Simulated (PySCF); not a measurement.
Can point charges reproduce the dipole moment of `C[C@H](O)/C=C/OC=O`?

Coordinates (GFN2-xTB, Å) and charges (e) from the PBE0/pcSseg-1 density (PySCF):

| atom | x | y | z | Mulliken | IAO | Hirshfeld | ESP-fitted |
| --- | --- | --- | --- | --- | --- | --- | --- |
| C1 | -2.254 | 0.449 | 0.750 | -0.2195 | -0.4222 | -0.1224 | -0.4105 |
| C2 | -1.336 | 0.169 | -0.438 | +0.0203 | +0.1062 | +0.0487 | +0.4628 |
| O3 | -2.062 | -0.637 | -1.347 | -0.4356 | -0.5506 | -0.2242 | -0.6212 |
| C4 | -0.089 | -0.534 | 0.021 | -0.1892 | -0.1938 | -0.0656 | -0.5287 |
| C5 | 1.123 | -0.016 | -0.084 | +0.1655 | +0.0208 | +0.0172 | +0.2296 |
| O6 | 2.237 | -0.706 | 0.355 | -0.4100 | -0.2994 | -0.0812 | -0.3692 |
| C7 | 3.424 | -0.118 | 0.251 | +0.4310 | +0.4024 | +0.1814 | +0.6028 |
| O8 | 3.652 | 0.969 | -0.187 | -0.3970 | -0.4358 | -0.2459 | -0.5014 |
| H9 | -2.524 | -0.486 | 1.233 | +0.1147 | +0.1473 | +0.0431 | +0.1394 |
| H10 | -1.754 | 1.096 | 1.465 | +0.1171 | +0.1474 | +0.0433 | +0.1075 |
| H11 | -3.161 | 0.930 | 0.397 | +0.1258 | +0.1530 | +0.0456 | +0.1231 |
| H12 | -1.061 | 1.121 | -0.919 | +0.0970 | +0.1173 | +0.0356 | -0.0057 |
| H13 | -1.498 | -0.861 | -2.094 | +0.2292 | +0.3511 | +0.1621 | +0.3858 |
| H14 | -0.227 | -1.519 | 0.443 | +0.1178 | +0.1605 | +0.0492 | +0.2401 |
| H15 | 1.332 | 0.963 | -0.499 | +0.1282 | +0.1627 | +0.0479 | +0.1151 |
| H16 | 4.188 | -0.810 | 0.642 | +0.1047 | +0.1332 | +0.0652 | +0.0307 |

Task: Compute μ = Σ q r for each scheme (1 e·Å = 4.803 D) and compare with the dipole of the full density.

Result: The full density gives (0.14, -0.86, 0.23) D, 0.90 D in size; dipole vectors point from the negative to the positive end.

```json
{"scheme": "Mulliken", "μx": "-0.38", "μy": "0.46", "μz": "1.35", "size (D)": "1.48", "share of the full size (%)": "164", "angle to the full dipole (°)": "96"}
{"scheme": "IAO", "μx": "0.36", "μy": "-0.53", "μz": "0.67", "size (D)": "0.93", "share of the full size (%)": "103", "angle to the full dipole (°)": "38"}
{"scheme": "Hirshfeld", "μx": "-0.21", "μy": "-0.88", "μz": "0.24", "size (D)": "0.94", "share of the full size (%)": "105", "angle to the full dipole (°)": "22"}
{"scheme": "ESP-fitted", "μx": "0.12", "μy": "-0.87", "μz": "0.26", "size (D)": "0.92", "share of the full size (%)": "102", "angle to the full dipole (°)": "2"}
```

Task: Which set comes closest?

Result: Length of the difference vector: ESP-fitted 0.03 D, Hirshfeld 0.35 D, IAO 0.59 D, Mulliken 1.80 D. Closest: ESP-fitted. The schemes that divide the density aren't constrained to reproduce the dipole.

Task: What is left for the Hirshfeld atoms' own dipoles?

Result: The Hirshfeld atoms' densities add up to the full density, so μ = Σ q r + Σ (atomic dipoles). The atomic dipoles sum to (0.14, -0.86, 0.23) − (-0.21, -0.88, 0.24) = (0.35, 0.02, -0.01) D, 0.35 D in size.

Task: With the origin at the mean of the coordinates, (0.000, 0.001, -0.001) Å, which are the largest single terms, by size, of the Hirshfeld dipole along the direction of the full one?

Result: C7 +0.61, O8 +0.50, H16 +0.49, O6 -0.43, H14 +0.36 D; all 16 atoms together +0.87 D. The single terms depend on the origin, their sum doesn't.

Task: Give the size of the full dipole in other units.

Result: 0.90 D = 0.354 au = 0.187 e·Å = 3.00 × 10⁻³⁰ C·m.

Geometry: GFN2-xTB, one conformer, isolated molecule.

Shape of the structure used: `[CH3:1][C@H:2]([OH:3])/[CH:4]=[CH:5]/[O:6][CH:7]=[O:8]`: C1–C2–C4–C5 -117°, C4–C5–O6–C7 -178°, C5–O6–C7–O8 0°, H–O3–C2–C1 -178°.
